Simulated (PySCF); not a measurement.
**2-thiophenemethanethiol (c1c(CS)scc1, C5H6S2)**

Molfile (atoms numbered from 1):
```
C5H6S2
     RDKit          3D

 13 13  0  0  0  0  0  0  0  0999 V2000
   -2.8127    0.9557    0.3317 S   0  0  0  0  0  0  0  0  0  0  0  0
   -1.6706   -0.1918   -0.5097 C   0  0  0  0  0  0  0  0  0  0  0  0
   -0.2256    0.0496   -0.2409 C   0  0  0  0  0  0  0  0  0  0  0  0
    0.7169   -0.8647    0.1620 C   0  0  0  0  0  0  0  0  0  0  0  0
    2.0181   -0.3027    0.2959 C   0  0  0  0  0  0  0  0  0  0  0  0
    2.0397    1.0329   -0.0039 C   0  0  0  0  0  0  0  0  0  0  0  0
    0.4837    1.6145   -0.4422 S   0  0  0  0  0  0  0  0  0  0  0  0
   -2.3614    0.7181    1.5823 H   0  0  0  0  0  0  0  0  0  0  0  0
   -1.9062   -0.0600   -1.5784 H   0  0  0  0  0  0  0  0  0  0  0  0
   -1.9164   -1.2331   -0.2546 H   0  0  0  0  0  0  0  0  0  0  0  0
    0.4782   -1.9128    0.3519 H   0  0  0  0  0  0  0  0  0  0  0  0
    2.8998   -0.8641    0.6077 H   0  0  0  0  0  0  0  0  0  0  0  0
    2.8902    1.7131    0.0208 H   0  0  0  0  0  0  0  0  0  0  0  0
  1  2  1  0
  2  3  1  0
  3  4  2  0
  4  5  1  0
  5  6  2  0
  6  7  1  0
  7  3  1  0
  1  8  1  0
  2  9  1  0
  2 10  1  0
  4 11  1  0
  5 12  1  0
  6 13  1  0
M  END
```

Computed, not measured: PySCF, quadratic response CAM-B3LYP/aug-cc-pVDZ first hyperpolarisability, Taylor convention, gas phase. Geometry: PBE0-D3(BJ)/def2-SVP.

(1) Give the tensor of the second harmonic β(−2ω;ω,ω) at 1907 nm in the axes of these coordinates.

Answers

(1) In au, Taylor convention; rows are the first index (the induced dipole):
```tsv
	xx	yy	zz	xy	xz	yz
x	+163.4	-6.1	-9.0	-16.7	-16.7	-2.1
y	-14.6	-14.5	-10.7	-5.3	-2.1	+5.3
z	-17.1	+5.1	-16.2	-2.3	-9.8	-10.6
```
Norm of βᵢ = ⅓ Σⱼ (βᵢⱼⱼ + βⱼᵢⱼ + βⱼⱼᵢ): 156.4 au, hyper-Rayleigh value 68.4 au.
